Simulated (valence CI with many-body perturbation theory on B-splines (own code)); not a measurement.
Xe3+: electric-dipole lines

Method: configuration interaction combined with many-body perturbation theory (CI+MBPT): five valence electrons over a frozen Dirac-Fock core [Kr] 4d10, radial functions for each j: 11 s, 11 p, 10 d, 8 f, 5 g, 2 h, with the one-electron correlation potential Σ1 (screened to all orders), the two-electron term Σ2, the three-electron term Σ3, Breit, model QED; selected single and double excitations, second order for the rest, scaled by the run's own slope (own B-spline code, finite nucleus).

Set against measurement, 60 paired levels are off by 338 cm⁻¹ on average, the worst by 1240. These come from a selection out of Saloman, J. Phys. Chem. Ref. Data 33, 765 (2004). Levels without a partner in it may be off by more. Among the levels kept, up to 2500 cm⁻¹ of a level comes from second order outside the variational space, and about a tenth of that is noise between levels of different J, which matters for small intervals. 9 measured levels below the end of the list, from 133027 cm⁻¹ on, found no clear computed partner, and computed levels of the same name lie up to 50070 cm⁻¹ from them.

Lines 101 to 150 of 600 in falling wavelength, among levels below 253805 cm⁻¹, chosen from the strongest by gf and those to the six lowest levels. Wavelengths and rates use the calculated energies, so an error of 300 cm⁻¹ moves a line at 2685 Å by 0.81 % and its rate by three times that or more. Electric multipoles are in the length gauge, E1 and E2 with the static RPA response of the core. Weak lines are less certain than strong ones. Lines between different terms over intervals too small for the method are left out, as are lines whose strength nearly cancels. Where a level lies close to another of its J and parity, the split of strength between their lines is uncertain. The highest levels of a list are the least certain.

Names give the largest LS component (configuration and term), which can be under half, so a name can repeat, a term be missing and a line seem to break the LS rules; names also repeat where a configuration has a term twice. Letters in brackets count levels of one name in rising energy.

| λ vac (Å) | λ from measured levels | Upper | Lower | A (s⁻¹) | S (a.u.) with core polarisation | S without |
| --- | --- | --- | --- | --- | --- | --- |
| 2730 |  | 5s²5p²6p ²P°_3/2 [a] | 5s²5p²5d ²D_5/2 [a] | 1.15e+08 | 4.63e+00 | 4.57e+00 |
| 2727 |  | 5s²5p²6p ⁴P°_1/2 | 5s²5p²5d ²D_3/2 [a] | 7.07e+07 | 1.42e+00 | 1.40e+00 |
| 2725 |  | 5s²5p²6p ⁴P°_3/2 | 5s²5p²6s ²P_1/2 | 5.17e+07 | 2.07e+00 | 2.10e+00 |
| 2725 |  | 4f5s²5p² ²F°_5/2 [b] | 5s²5p²6s ⁴P_5/2 | 5.83e+07 | 3.49e+00 | 3.54e+00 |
| 2722 |  | 4f5s²5p² ²D°_5/2 [b] | 5s²5p²5d ²P_3/2 | 8.69e+07 | 5.19e+00 | 5.35e+00 |
| 2720 |  | 5s²5p²6p ²P°_1/2 [b] | 5s²5p²5d ²P_3/2 | 3.14e+08 | 6.23e+00 | 6.28e+00 |
| 2706 |  | 5s²5p²6p ²D°_3/2 | 5s²5p²5d ²D_5/2 [b] | 5.34e+07 | 2.09e+00 | 2.12e+00 |
| 2685 | 2726 | 4f5s²5p² ⁴F°_7/2 | 5s²5p²5d ⁴P_5/2 | 1.73e+07 | 1.32e+00 | 1.37e+00 |
| 2678 | 2713 | 4f5s²5p² ⁴F°_5/2 | 5s²5p²5d ⁴P_5/2 | 1.77e+07 | 1.01e+00 | 1.03e+00 |
| 2670 |  | 5s²5p²6p ²F°_5/2 | 5s²5p²5d ²F_7/2 [b] | 6.30e+07 | 3.55e+00 | 3.60e+00 |
| 2658 |  | 4f5s²5p² ²P°_1/2 | 5s²5p²5d ²P_3/2 | 5.13e+07 | 9.50e-01 | 9.53e-01 |
| 2657 |  | 5s²5p²6p ²D°_5/2 [b] | 5s²5p²5d ²D_5/2 [b] | 1.74e+08 | 9.67e+00 | 9.73e+00 |
| 2654 |  | 4f5s²5p² ²F°_7/2 [c] | 5s²5p²5d ²D_5/2 [c] | 3.71e+07 | 2.74e+00 | 2.89e+00 |
| 2638 |  | 5p⁵ ²P°_3/2 | 5s²5p²5d ²D_5/2 [c] | 2.05e+07 | 7.42e-01 | 7.15e-01 |
| 2635 |  | 5s²5p²6p ²F°_7/2 | 5s²5p²5d ²D_5/2 [b] | 9.98e+06 | 7.21e-01 | 7.23e-01 |
| 2626 |  | 5s²5p²7s ⁴P_3/2 | 5s²5p²6p ²P°_3/2 [a] | 2.60e+07 | 9.29e-01 | 9.36e-01 |
| 2620 |  | 5s²5p²6p ²P°_3/2 [b] | 5s²5p²6s ²D_5/2 | 9.39e+07 | 3.34e+00 | 3.41e+00 |
| 2617 |  | 5s²5p²6d ²F_5/2 | 5s²5p²6p ²P°_3/2 [a] | 1.85e+07 | 9.82e-01 | 9.92e-01 |
| 2612 |  | 4f5s²5p² ²D°_3/2 [a] | 5s²5p²5d ⁴P_1/2 | 2.88e+07 | 1.01e+00 | 1.02e+00 |
| 2603 |  | 5s²5p²6p ²D°_5/2 [b] | 5s²5p²5d ²F_7/2 [b] | 4.47e+07 | 2.34e+00 | 2.31e+00 |
| 2589 |  | 4f5s²5p² ²F°_5/2 [c] | 5s²5p²6s ⁴P_5/2 | 2.58e+07 | 1.32e+00 | 1.34e+00 |
| 2589 | 2561 | 5s²5p²6p ²D°_5/2 [a] | 5s²5p²5d ⁴P_3/2 | 1.98e+07 | 1.02e+00 | 1.01e+00 |
| 2587 |  | 5s²5p²6p ²P°_3/2 [a] | 5s²5p²6s ²P_1/2 | 5.61e+07 | 1.92e+00 | 1.97e+00 |
| 2582 |  | 5s²5p²6p ²F°_7/2 | 5s²5p²5d ²F_7/2 [b] | 3.20e+07 | 2.17e+00 | 2.20e+00 |
| 2569 |  | 5s²5p²6d ⁴D_5/2 | 4f5s²5p² ²F°_5/2 [c] | 1.56e+07 | 7.85e-01 | 7.91e-01 |
| 2566 |  | 5s²5p²7s ²P_1/2 | 5s²5p²6p ²P°_3/2 [a] | 8.66e+07 | 1.45e+00 | 1.43e+00 |
| 2566 |  | 5s²5p²6d ⁴D_3/2 | 5s²5p²6p ²P°_3/2 [a] | 5.91e+07 | 1.97e+00 | 1.99e+00 |
| 2523 |  | 5s²5p²6p ²D°_3/2 | 5s²5p²5d ²F_5/2 [b] | 1.07e+08 | 3.39e+00 | 3.35e+00 |
| 2522 |  | 5s²5p²6p ²D°_3/2 | 5s²5p²5d ²D_3/2 [b] | 1.24e+08 | 3.92e+00 | 3.88e+00 |
| 2518 |  | 5s²5p²6p ⁴S°_3/2 | 5s²5p²5d ⁴P_5/2 | 3.74e+07 | 1.18e+00 | 1.15e+00 |
| 2517 |  | 5s²5p²6p ²P°_3/2 [a] | 5s²5p²6s ⁴P_3/2 [b] | 1.15e+08 | 3.63e+00 | 3.64e+00 |
| 2517 |  | 4f5s²5p² ²F°_5/2 [d] | 5s²5p²5d ²D_3/2 [c] | 9.44e+07 | 4.46e+00 | 4.71e+00 |
| 2514 |  | 5p⁵ ²P°_3/2 | 5s²5p²6s ²P_3/2 [b] | 5.20e+07 | 1.63e+00 | 1.63e+00 |
| 2489 |  | 5s²5p²6d ²F_5/2 | 5s²5p²6p ⁴P°_3/2 | 3.04e+07 | 1.39e+00 | 1.41e+00 |
| 2482 |  | 4f5s²5p² ²D°_3/2 [b] | 5s²5p²5d ²P_1/2 [b] | 3.21e+07 | 9.71e-01 | 1.02e+00 |
| 2480 |  | 5s²5p²6p ²D°_5/2 [b] | 5s²5p²5d ²F_5/2 [b] | 3.16e+07 | 1.43e+00 | 1.40e+00 |
| 2479 |  | 5s²5p²6p ²D°_5/2 [b] | 5s²5p²5d ²D_3/2 [b] | 3.64e+07 | 1.64e+00 | 1.63e+00 |
| 2473 | 2448 | 5s²5p²6p ²D°_5/2 [a] | 5s²5p²5d ⁴P_5/2 | 2.55e+07 | 1.14e+00 | 1.11e+00 |
| 2470 |  | 5s²5p²7s ²P_3/2 | 4f5s²5p² ²F°_5/2 [c] | 7.44e+07 | 2.21e+00 | 2.18e+00 |
| 2466 |  | 5s²5p²7s ²P_3/2 | 5s²5p²6p ²P°_1/2 [a] | 2.50e+07 | 7.40e-01 | 7.21e-01 |
| 2464 |  | 5s²5p²6d ²D_5/2 | 4f5s²5p² ²F°_5/2 [c] | 5.25e+07 | 2.33e+00 | 2.33e+00 |
| 2463 |  | 4f5s²5p² ²D°_5/2 [b] | 5s²5p²5d ²D_5/2 [b] | 1.79e+07 | 7.93e-01 | 8.22e-01 |
| 2448 |  | 5s²5p²6d ²F_7/2 [a] | 4f5s²5p² ²F°_5/2 [a] | 1.31e+07 | 7.60e-01 | 7.75e-01 |
| 2448 |  | 5s²5p²6d ⁴D_5/2 | 4f5s²5p² ²F°_5/2 [b] | 6.86e+07 | 2.98e+00 | 3.00e+00 |
| 2445 |  | 5s²5p²6d ²P_1/2 | 5s²5p²6p ²P°_1/2 [a] | 4.41e+08 | 6.37e+00 | 6.43e+00 |
| 2442 |  | 5s²5p²6p ⁴P°_3/2 | 5s²5p²5d ⁴P_1/2 | 4.43e+07 | 1.27e+00 | 1.24e+00 |
| 2439 |  | 5s²5p²6d ²F_7/2 [b] | 4f5s²5p² ²F°_5/2 [c] | 1.48e+08 | 8.46e+00 | 8.61e+00 |
| 2431 |  | 5s²5p²6d ⁴P_3/2 | 4f5s²5p² ²F°_5/2 [b] | 2.88e+07 | 8.17e-01 | 8.31e-01 |
| 2425 |  | 4f5s²5p² ²F°_7/2 [b] | 5s²5p²5d ²D_5/2 [b] | 8.10e+07 | 4.57e+00 | 4.72e+00 |
| 2420 |  | 5s²5p²6p ²P°_1/2 [b] | 5s²5p²5d ²P_1/2 [c] | 6.69e+07 | 9.36e-01 | 9.32e-01 |
